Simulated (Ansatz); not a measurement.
Question: Predict a relaxed structure of the cluster RuO₂⁻, charge -1, doublet, at PBE0-D4/def2-TZVPD (Ansatz).

Answer: 
Cartesian coordinates in Å:
```
Ru -0.1933 -0.0368 0.1734
O -0.4978 1.5146 -0.4317
O 0.6910 -1.4778 0.2584
```
Point group C2v (tolerance 0.1 Å). The metal has 2 neighbours: O 1.69 Å, O 1.69 Å. This is one stationary point.

In the def2 sets Ru takes a core potential; there is no spin–orbit coupling. The structure comes from a short search, and lower isomers may exist.
